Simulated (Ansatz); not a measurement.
Basis sets compared for (AgI)2 ring (Ag2I2). The state is a singlet with charge 0. Geometry PBE0-D4/def2-SVP. Ansatz on 4 threads of Arm Neoverse N1 on a shared host; times are rough, and most runs start from earlier orbitals.

```xyz
4

Ag   -1.2850   -0.5356   -0.2242
I     0.9632   -2.1331   -0.4269
Ag    1.2849    0.5353    0.2255
I    -0.9631    2.1334    0.4255
```

In the def2 sets Ag, I take a core potential; there is no spin–orbit coupling.

Binding counts from free atoms (Ag doublet, I doublet) in the same basis, without a counterpoise term.

| level | functions | energy (Eh) | HOMO (eV) | LUMO (eV) | binding per atom (eV) | wall time |
| --- | --- | --- | --- | --- | --- | --- |
| PBE-D4/def2-SVP | 114 | -889.4699 | -6.07 | -3.11 | 1.82 | 2.1 s |
| PBE-D4/def2-TZVP | 180 | -889.5654 | -6.08 | -3.15 | 1.82 | 3.6 s |
| r2SCAN-D4/def2-TZVP | 180 | -889.8940 | -6.26 | -2.91 | 1.84 | 8 s |
| PBE0-D4/def2-SVP | 114 | -889.4930 | -7.13 | -2.31 | 1.79 | 4.1 s |
| PBE0-D4/def2-TZVP | 180 | -889.5838 | -7.11 | -2.32 | 1.80 | 6 s |

(1) Estimate the rows for PBE-D4/def2-TZVPD, r2SCAN-D4/def2-TZVPD, PBE0-D4/def2-TZVPD.

Answers

(1) 
```
               level  functions  energy (Eh)  HOMO (eV)  LUMO (eV)  binding per atom (eV)  wall time
   PBE-D4/def2-TZVPD        198    -889.5662      -6.10      -3.17                   1.82      4.7 s
r2SCAN-D4/def2-TZVPD        198    -889.8946      -6.27      -2.92                   1.84      9.5 s
  PBE0-D4/def2-TZVPD        198    -889.5844      -7.12      -2.33                   1.80        7 s
```
